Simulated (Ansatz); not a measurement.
Start from `C[O][Ga]([Br])[O][SiH3]` and change one atom or group to get `[OH][Ga]([Br])[O][SiH3]`.

Ansatz, PBE0-D4/def2-TZVP geometries, multiplicity 1. Each molecule was computed in one conformer, which needn't be the lowest.

Scalar relativity is left out up to krypton.

```csv
property,`C[O][Ga]([Br])[O][SiH3]`
LUMO energy (B3LYP/def2-TZVPP) / eV,-1.74
size of the dipole moment (ωB97M-V/def2-TZVPP) / D,1.20
HOMO energy (PBE0/def2-TZVPP) / eV,-8.30
size of the dipole moment (PBE/def2-TZVPP) / D,1.21
HOMO energy (ωB97M-V/def2-TZVPP) / eV,-10.68
HOMO energy (PBE/def2-TZVPP) / eV,-6.79
```

Question: Give the same properties after the change, and the shifts. (Best estimate.)

Answer: Ansatz gave: 
```json
{"property": "LUMO energy (B3LYP/def2-TZVPP) / eV", "`[OH][Ga]([Br])[O][SiH3]`": "-1.83", "shift": "-0.09"}
{"property": "size of the dipole moment (ωB97M-V/def2-TZVPP) / D", "`[OH][Ga]([Br])[O][SiH3]`": "1.24", "shift": "0.04"}
{"property": "HOMO energy (PBE0/def2-TZVPP) / eV", "`[OH][Ga]([Br])[O][SiH3]`": "-8.79", "shift": "-0.49"}
{"property": "size of the dipole moment (PBE/def2-TZVPP) / D", "`[OH][Ga]([Br])[O][SiH3]`": "1.20", "shift": "-0.01"}
{"property": "HOMO energy (ωB97M-V/def2-TZVPP) / eV", "`[OH][Ga]([Br])[O][SiH3]`": "-11.06", "shift": "-0.38"}
{"property": "HOMO energy (PBE/def2-TZVPP) / eV", "`[OH][Ga]([Br])[O][SiH3]`": "-7.38", "shift": "-0.59"}
```

With PBE0 the HOMO falls by 0.49 eV and the LUMO falls by 0.06 eV, so the gap widens by about 0.43 eV. PBE moves the HOMO by -0.59 eV and ωB97M-V by -0.38 eV. Dipoles are sizes alone; their direction can turn.

B3LYP here is the variant with VWN-RPA as its local correlation; programs differ in this.

Spin–orbit coupling is left out; it splits and shifts lone-pair levels of the heavy atoms by tenths of an eV.
